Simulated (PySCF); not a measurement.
Vertical excitations of a molecule C5H4O2 from TDDFT-PBE/def2-SVPD (PySCF), as energy in eV (oscillator strength): 2.83 (0.000), 3.81 (0.064), 5.16 (0.171), 5.30 (0.000), 6.16 (0.005), 6.43 (0.047), 6.46 (0.014), 6.47 (0.020), 6.54 (0.000), 6.78 (0.001). Lowest triplet (TDA): 2.46 eV. Coordinates come from a B3LYP-D3(BJ)/def2-SVP optimisation. Other conformers were not sampled.

Q: Which structure fits?
A. C=C1OC=CC1=O
B. C#C[C@H]1OCC1=O
C. O=C1C=CC(=O)C1
D. C#CC1=COCO1

A: A, C=C1OC=CC1=O
